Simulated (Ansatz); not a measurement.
```yaml
crystal:
  periodic: [false, false, false]
  atoms:
    - {symbol: Pd, position_ang: [0.003860, 0.000123, -0.000750]}
    - {symbol: H, position_ang: [1.653128, 0.019813, 0.029796]}
    - {symbol: N, position_ang: [-0.009830, 2.053138, -0.017054]}
    - {symbol: H, position_ang: [-0.859580, 2.427121, -0.438162]}
    - {symbol: H, position_ang: [0.797429, 2.429646, -0.513497]}
    - {symbol: H, position_ang: [0.035730, 2.394085, 0.945124]}
    - {symbol: H, position_ang: [-1.646287, -0.020593, -0.030661]}
    - {symbol: N, position_ang: [0.011692, -2.052961, 0.016272]}
    - {symbol: H, position_ang: [-0.131996, -2.395237, -0.935674]}
    - {symbol: H, position_ang: [-0.748009, -2.420685, 0.589021]}
    - {symbol: H, position_ang: [0.893874, -2.434442, 0.355575]}
basis:
  gaussian: {orbitals: STO-3G}
hamiltonian: {xc: {name: r2SCAN}}
accuracy: high
scf: {omitted_lower_state_checks: [starts]}
output: {forces: true}
```

```sh
$ ansatz run in.yaml --threads 4 --pin off --events-out ev --progress --plain --max-ram 3916MiB
```

It prints (some lines left out):

```
Functional definition: r2SCAN
  name "r2SCAN"
  cite "Furness, Kaplan, Ning, Perdew & Sun, J. Phys. Chem. Lett. 11, 8208 (2020) doi:10.1021/acs.jpclett.0c02405"
  cite "Furness, Kaplan, Ning, Perdew & Sun, J. Phys. Chem. Lett. 11, 9248 (2020) doi:10.1021/acs.jpclett.0c03077"
  parent r2scan
  parameter k0 = 0.174
  parameter k1 = 0.065
  parameter a1 = 4.9479
  exchange = r2scan_x(k0 = k0, k1 = k1, a1 = a1)
  correlation = r2scan_c
these checks for a lower state are left out or cut short: starts
916 factors; integrals over basis functions are off by at most 3.9e-9 eV
mean field evaluation 1: about -136168.8554 eV, gradient 1.4e1 eV
mean field evaluation 2: about -136146.9324 eV, gradient 6.0e1 eV
mean field evaluation 4: about -136169.7962 eV, gradient 4.1e0 eV
mean field evaluation 8: about -136169.8205 eV, gradient 7.2e-1 eV
mean field evaluation 16: about -136169.8225 eV, gradient 7.8e-6 eV
mean field -136169.82249126 eV, -5004.1486773332 hartree, gradient 7.3e-8 eV, S^2 0.000000; 0 other end points of the search recorded, 0 dependent functions left out
the calculation of the forces begins
reference -136169.82249183 eV, -5004.1486773539 hartree; 34, 34 occupied and 11, 11 virtual orbitals, 916 factors
Total energy: -136169.82249183 eV, -5004.1486773539 hartree
Atom 0 at     0.003860     0.000123    -0.000750 Å, force     0.011221    -0.002282     0.001050 eV/Å
Atom 1 at     1.653128     0.019813     0.029796 Å, force    -0.886286     0.003314    -0.014890 eV/Å
Atom 2 at    -0.009830     2.053138    -0.017054 Å, force     0.016103    -3.549810    -0.067474 eV/Å
Atom 3 at    -0.859580     2.427121    -0.438162 Å, force    -1.185051     0.681074    -0.616311 eV/Å
Atom 4 at     0.797429     2.429646    -0.513497 Å, force     1.119557     0.674170    -0.728381 eV/Å
Atom 5 at     0.035730     2.394085     0.945124 Å, force     0.060186     0.584727     1.408746 eV/Å
Atom 6 at    -1.646287    -0.020593    -0.030661 Å, force     0.882936    -0.002479     0.015427 eV/Å
Atom 7 at     0.011692    -2.052961     0.016272 Å, force     0.000955     3.550475     0.056841 eV/Å
Atom 8 at    -0.131996    -2.395237    -0.935674 Å, force    -0.196411    -0.587636    -1.392089 eV/Å
Atom 9 at    -0.748009    -2.420685     0.589021 Å, force    -1.053489    -0.658039     0.841304 eV/Å
Atom 10 at     0.893874    -2.434442     0.355575 Å, force     1.230280    -0.693514     0.495777 eV/Å
Dipole moment:    -0.006167     0.000101     0.001084 e Å
Checks for a lower state left out: starts
```

Hardware: 4 threads of Arm Neoverse V1 on a shared host. Wall time 4.9 s.
